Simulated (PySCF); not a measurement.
Spectroscopy problems

Theory: shielding tensors at PBE0/pcSseg-1 (GIAO), geometry: GFN2-xTB, in PySCF (isolated molecule, single conformer, non-relativistic, one averaged value for each set of equivalent atoms).

Shifts are taken against calculated references (same method and geometry level): 1H and 13C against TMS. Splittings of carbon signals by F and P are missing where no couplings were computed. Where no couplings were computed, multiplicities follow the n + 1 count of equivalent neighbours, and m marks all less simple cases (inequivalent or close neighbours, rings, F or P nearby). Shifts are as computed. Against solution values, carbons near 30 ppm lie about +3 ppm off and those near 130 ppm about +5 ppm. Of 1309 compounds with measured shifts, 239 miss one by over three times the rms of a fit or turn the order of signals round; such compounds aren't used in these exercises.

Task: C6H9FO. 1H NMR (600 MHz, computed): δ 5.03 (m, 1H), 3.23 (m, 1H), 2.84 (m, 1H), 1.89 (m, 1H), 1.68 (m, 1H), 1.54 (m, 1H), 1.20 (d, 3H). 13C{1H} NMR (computed): δ 98.2, 55.3, 55.2, 36.3, 35.3, 17.4. Give a structure.

Result: `InChI=1S/C6H9FO/c1-3-2-4(7)6-5(3)8-6/h3-6H,2H2,1H3/t3-,4+,5-,6+/m1/s1`. Rings plus π bonds: 2 (2 rings in the answer). 6 carbon signals for 6 carbons: no two carbons are equivalent. Carbon types of the structure: 4 × CH, 1 × CH2, 1 × CH3, which accounts for all hydrogens. δC 98.2: sp3 CH bonded to F; deshielded by the electronegative neighbour. δC 55.3, 55.2: epoxide ring carbon; pulled downfield by the heteroatom. δC 36.3: sp3 CH in a ring; a saturated carbon with 3 carbon neighbours and no heteroatom attached. δC 17.4: methyl carbon; saturated and bonded to C and H only.

The shifts were computed for this structure.

Task: C5H11FSi. 1H NMR (300 MHz, computed): δ 4.50 (m, 1H), 4.18 (m, 1H), 2.07 (m, 2H), 1.68 (m, 2H), 1.64 (m, 2H), 1.10 (t, 3H). 13C{1H} NMR (computed): δ 97.7 (C), 38.7 (CH2), 24.7 (CH2), 9.0 (CH3). Identify the compound.

Result: SMILES CCC1(F)C[SiH2]C1. The formula gives 1 degree of unsaturation (1 ring in the answer). 4 carbon signals for 5 carbons: some carbons are equivalent by symmetry or fast rotation. Carbon types of the structure: 1 × C, 3 × CH2, 1 × CH3, leaving 2 H on heteroatoms. δC 97.7: fully substituted sp3 carbon bonded to F; pulled downfield by the heteroatom. δC 38.7: sp3 CH2; a saturated carbon with 2 carbon neighbours and no heteroatom attached. δC 9.0: methyl carbon; a saturated carbon with 1 carbon neighbour and no heteroatom attached. δH 1.10: hydrogen on a methyl carbon; far from electronegative atoms and π systems.

The shifts were computed for this structure.
